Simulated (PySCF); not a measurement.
[NiF5]3- holds Ni(II), d8, at total charge -3. The structure is a PBE0-D3(BJ)/def2-TZVP, IEF-PCM water geometry optimised for multiplicity 3; coordination square pyramidal, point group C4v, metal–donor distances 1.99–2.01 Å.

Method (PySCF 2.14, density fitting): CASSCF(8,5) with orbitals averaged over all microstates of the shell, strongly contracted NEVPT2 on the averaged canonical orbitals; basis x2c-TZVPall on the metal, x2c-SVPall elsewhere; spin-free X2C; IEF-PCM water; spin-orbit coupling by state interaction with the mean-field operator over all roots.

CASSCF energies above the lowest CASSCF root:

```csv
state,CASSCF / cm⁻¹
3B1,0
3E,3111
3B2,6336
3A2,7200
3E,8313
1A1,16561
1B1,18199
1E,20615
3A2,22859
1B2,23365
1A2,25871
3E,26130
1A1,27856
1E,30620
1A1,32364
1B1,32381
1E,32699
1B2,33445
1A1,67422
```

Task: How does dynamic correlation (SC-NEVPT2) move these states?

Result: 
| state | NEVPT2 / cm⁻¹ | shift / cm⁻¹ |
| --- | --- | --- |
| 3B1 | 0 | 0 |
| 3E | 3922 | +812 |
| 3B2 | 8259 | +1922 |
| 3A2 | 8827 | +1627 |
| 3E | 10720 | +2406 |
| 1A1 | 13848 | -2712 |
| 1B1 | 16279 | -1920 |
| 1E | 19520 | -1095 |
| 3A2 | 21649 | -1210 |
| 1B2 | 23258 | -107 |
| 1A2 | 24377 | -1494 |
| 3E | 25202 | -928 |
| 1A1 | 27249 | -607 |
| 1E | 30253 | -367 |
| 1A1 | 32150 | -214 |
| 1B1 | 32437 | +56 |
| 1E | 32637 | -62 |
| 1B2 | 33606 | +162 |
| 1A1 | 60726 | -6695 |

NEVPT2 lifts 3B2 from 6336 to 8259 cm⁻¹; on the d shell alone such lifts tend to overshoot.
